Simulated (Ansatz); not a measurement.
Ideal-gas functions of Cl2FHSSn (`[F][Sn]([SH])([Cl])[Cl]`) at 298.15 K and 1 bar, from an Ansatz frequency run at PBE0-D4/def2-TZVP.

Molar mass 241.69 g/mol, point group C1 (symmetry number 1), electronic degeneracy 1, moments of inertia 364.179, 368.217, 510.421 u Å². Harmonic wavenumbers (cm⁻¹, unscaled): 54, 95, 117, 123, 157, 159, 362, 399, 405, 640, 738, 2699.

Use S(trans) = R[1.5 ln M + 2.5 ln T − 1.1517]; rotational temperatures θ = 24.2544 K / I; S(rot) = R[ln(√π/σ · √(T³/θAθBθC)) + 1.5]; for each mode x = 1.438777 ν̃/T, S = R[x/(eˣ − 1) − ln(1 − e⁻ˣ)] and H = RT x/(eˣ − 1); 1 cm⁻¹ = 0.0119627 kJ/mol; R = 8.31446 J/(mol·K).

By hand: the entropy, in J/(mol·K).

Translation 177.3. Rotation: θ = 0.0666, 0.0659, 0.0475 K, giving 123.5. Vibration, mode by mode: 19.52, 14.87, 13.18, 12.77, 10.82, 10.72, 4.66, 4.04, 3.95, 1.61, 1.11, 0.00, in all 97.2. Electronic 0.0. Sum 398.0 J/(mol·K).

By hand: H − E and G − E in kJ/mol, counted from the electronic energy.

Zero-point energy ½ × 5948 × 0.0119627 = 35.6; thermal vibration 14.2; translation, rotation and pV give 4 RT = 9.9. H − E = 59.7 kJ/mol, and G − E = 59.7 − 298.15 × 398.0/1000 = -59.0 kJ/mol.

Vibration gives 24 % of the entropy, 60.3 J/(mol·K) of it from the modes under 150 cm⁻¹: soft modes count most, and the harmonic formula is weakest for them. The sum counts one conformer and one mirror image; others add a mixing term.
